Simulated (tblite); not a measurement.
Cl$_{3}$Ga, charge -1, doublet, geometry from GFN2-xTB (such geometries of metal compounds can be far from the true shape) (a state made from the parent by changing its charge; the spin is typed, not shown lowest); GFN1-xTB (tblite).

Input for tblite:
```
$ tblite run mol.xyz --method gfn1 --charge -1 --spin 1 --grad --json tblite.json --no-restart

# file mol.xyz
4

Ga    -0.17281014     0.17703508     0.45753847
Cl    -1.66578596    -1.23426882    -0.51100727
Cl     0.20082140     1.87173581    -1.00780288
Cl     1.78008893    -0.96029567     0.68447530
```

**Question.** Write the output that tblite gives for this input, abridged.

**Answer.** 
```
xTB calculator
 | screened Coulomb repulsion
 | Coulomb electrostatics
 |  * isotropic Klopman-Ohno-Mataga-Nishimoto electrostatics
 |  * onsite third-order electrostatics
 | DFT-D3(BJ) dispersion correction

halogen bonding energy    0.0000000000000E+00 Eh
repulsion energy          8.1546576058097E-03 Eh
dispersion energy        -1.7752198502078E-03 Eh
number of electrons       2.5000000000000E+01 e
integral cutoff           4.0000000000000E+01 bohr

------------------------------------------------------------
  cycle        total energy    energy error   density error
------------------------------------------------------------
      1     -14.50026536793  -1.4506645E+01   3.0903545E-01
      2     -14.50076570294  -5.0033501E-04   1.9190712E-01
      3     -14.50077466125  -8.9583139E-06   6.7582852E-03
      4     -14.50077540752  -7.4627019E-07   1.3763044E-03
      5     -14.50077543376  -2.6236208E-08   1.8530503E-04
      6     -14.50077544132  -7.5658448E-09   7.5613541E-05
      7     -14.50077544287  -1.5537047E-09   9.6535189E-06
------------------------------------------------------------

electronic energy        -1.4507154880630E+01 Eh
total energy             -1.4500775442875E+01 Eh

Post processing:
 | Mayer-Wiberg bond orders

[Info] Tight-binding results written to 'tblite.txt'
[Info] JSON dump of results written to 'tblite.json'
```
